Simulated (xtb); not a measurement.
C₃H₁₀Si (SMILES C[SiH](C)C), singlet, geometry from GFN2-xTB; GFN0-xTB with GBSA(thf) in xtb.

Input for xtb:
```
$ xtb mol.xyz --gfn 0 --gbsa thf --json

# file mol.xyz
14

Si     0.04227581     0.17410565     0.35767998
C     -0.94677323     1.32330318    -0.79306653
C      1.75998590    -0.15337865    -0.39419538
C     -0.88714883    -1.47441790     0.56171541
H      0.19817869     0.81616493     1.67671672
H     -1.08207267     0.88244973    -1.77698739
H     -1.93349276     1.53106784    -0.39013129
H     -0.44225768     2.27526120    -0.92863343
H      2.35085242    -0.80627152     0.24121477
H      1.68499224    -0.62713212    -1.36922950
H      2.31726365     0.76979478    -0.52198718
H     -1.02111986    -1.97760373    -0.39202130
H     -1.87270611    -1.32118853     0.99105908
H     -0.34788226    -2.15306147     1.21575889
```

Output, abridged:

```
   ID    Z sym.   atoms
    1   14 Si     1
    2    6 C      2-4
    3    1 H      5-14

           -------------------------------------------------
          |                Calculation Setup                |
           -------------------------------------------------

           -------------------------------------------------
          |                 G F N 0 - x T B                 |
           -------------------------------------------------

      * Solvation model:               GBSA
        Solvent                        thf
        Parameter file                 internal GFN2-xTB/GBSA
        Dielectric constant                7.6000E+00
        Reference state                gsolv [1 M gas/solution]
        Free energy shift                  3.3994E-03 Eh       2.1331E+00 kcal/mol
        Temperature                        2.9815E+02 K
        Density                            8.8300E-01 kg/L
        Solvent mass                       7.2106E+01 g/mol
        Interaction kernel             Still
        Born radius scaling (c1)           1.5128E+00
        Born radii integrator          GBOBC
        Born offset                        6.0704E-04 a0       1.1471E-03 AA
        H-bond correction              true
        Ion screening                  false
        Surface tension                    1.0000E-05 Eh       1.5569E+01 dyn/cm
        Grid points                               230 per atom

          ...................................................
          :                      SETUP                      :
          :.................................................:
          :  # basis functions                  42          :
          :  # atomic orbitals                  41          :
          :  # shells                           29          :
          :  # electrons                        26          :
          :  electronic temp.          300.0000000     K    :
          :  accuracy                    1.0000000          :
          :  -> integral cutoff          0.2500000E+02      :
          :  -> integral neglect         0.1000000E-07      :
          ...................................................

         :::::::::::::::::::::::::::::::::::::::::::::::::::::
         ::                     SUMMARY                     ::
         :::::::::::::::::::::::::::::::::::::::::::::::::::::
         :: total energy             -13.731030419672 Eh    ::
         :: total w/o Gsasa/hb       -13.725147623103 Eh    ::
         :: gradient norm              0.016586678247 Eh/a0 ::
         :: HOMO-LUMO gap              6.321918425871 eV    ::
         ::.................................................::
         :: H0 energy                -13.854486065425 Eh    ::
         :: repulsion energy           0.221839650320 Eh    ::
         :: electrostat energy        -0.095000649229 Eh    ::
         :: -> Gsolv                   0.000000000000 Eh    ::
         ::    -> Gsasa               -0.009282161626 Eh    ::
         ::    -> Gshift               0.003399365057 Eh    ::
         :: dispersion energy         -0.003383355338 Eh    ::
         :: short-range corr.          0.000000000000 Eh    ::
         :: add. restraining           0.000000000000 Eh    ::
         :: total charge               0.000000000000 e     ::
         :::::::::::::::::::::::::::::::::::::::::::::::::::::

           -------------------------------------------------
          |                Property Printout                |
           -------------------------------------------------

    * Orbital Energies and Occupations

         #    Occupation            Energy/Eh            Energy/eV
      -------------------------------------------------------------
         1        2.0000           -0.6365921             -17.3226
         2        2.0000           -0.6196590             -16.8618
         3        2.0000           -0.6196568             -16.8617
[...]
        13        2.0000           -0.4370882             -11.8938 (HOMO)
        14                         -0.2047620              -5.5719 (LUMO)
        15                         -0.1995261              -5.4294
        16                         -0.1995261              -5.4294
        17                         -0.1522521              -4.1430
        18                         -0.1509731              -4.1082
        19                         -0.1509706              -4.1081
        20                         -0.1154279              -3.1410
        21                         -0.1154277              -3.1409
        22                         -0.1054039              -2.8682
        23                         -0.0890457              -2.4231
        24                         -0.0890447              -2.4230
       ...                                ...                  ...
        41                          0.8934740              24.3127
      -------------------------------------------------------------
                  HL-Gap            0.2323262 Eh            6.3219 eV
             Fermi-level            0.0000000 Eh            0.0000 eV

     #   Z          covCN         q      C6AA      α(0)
     1  14 Si       3.538     0.702   132.425    21.412
     2   6 C        3.649    -0.881    52.296    10.502
     3   6 C        3.649    -0.881    52.335    10.506
     4   6 C        3.649    -0.881    52.286    10.501
     5   1 H        0.915    -0.178     9.281     4.765
     6   1 H        0.925     0.239     0.920     1.500
     7   1 H        0.925     0.234     0.943     1.519
     8   1 H        0.925     0.233     0.944     1.520
     9   1 H        0.925     0.234     0.943     1.518
    10   1 H        0.925     0.239     0.919     1.499
    11   1 H        0.925     0.234     0.943     1.518
    12   1 H        0.925     0.239     0.921     1.501
    13   1 H        0.925     0.233     0.944     1.519
    14   1 H        0.925     0.233     0.944     1.519

 Mol. C6AA /au·bohr⁶  :       1999.613880
 Mol. C8AA /au·bohr⁸  :      64099.485734
 Mol. α(0) /au        :         71.301754

Wiberg/Mayer (AO) data.
largest (>0.10) Wiberg bond orders for each atom

 ---------------------------------------------------------------------------
     #   Z sym  total        # sym  WBO       # sym  WBO       # sym  WBO
 ---------------------------------------------------------------------------
     1  14 Si   4.079 --     3 C    0.980     2 C    0.980     4 C    0.980
                             5 H    0.890
     2   6 C    3.896 --     1 Si   0.980     7 H    0.958     8 H    0.958
                             6 H    0.956
     3   6 C    3.896 --     1 Si   0.980     9 H    0.958    11 H    0.958
                            10 H    0.956
     4   6 C    3.896 --     1 Si   0.980    13 H    0.958    14 H    0.958
                            12 H    0.956
     5   1 H    0.928 --     1 Si   0.890
     6   1 H    0.984 --     2 C    0.956
     7   1 H    0.984 --     2 C    0.958
     8   1 H    0.984 --     2 C    0.958
     9   1 H    0.984 --     3 C    0.958
    10   1 H    0.984 --     3 C    0.956
    11   1 H    0.984 --     3 C    0.958
    12   1 H    0.984 --     4 C    0.956
    13   1 H    0.984 --     4 C    0.958
    14   1 H    0.984 --     4 C    0.958
 ---------------------------------------------------------------------------

Topologies differ in total number of bonds
Writing topology from bond orders to xtbtopo.mol

 dipole moment from electron density (au)
     X       Y       Z
  -0.0267  -0.1098  -0.2257  total (Debye):    0.641

           -------------------------------------------------
          | TOTAL ENERGY              -13.731030419672 Eh   |
          | GRADIENT NORM               0.016586678247 Eh/α |
          | HOMO-LUMO GAP               6.321918425871 eV   |
           -------------------------------------------------

normal termination of xtb
```
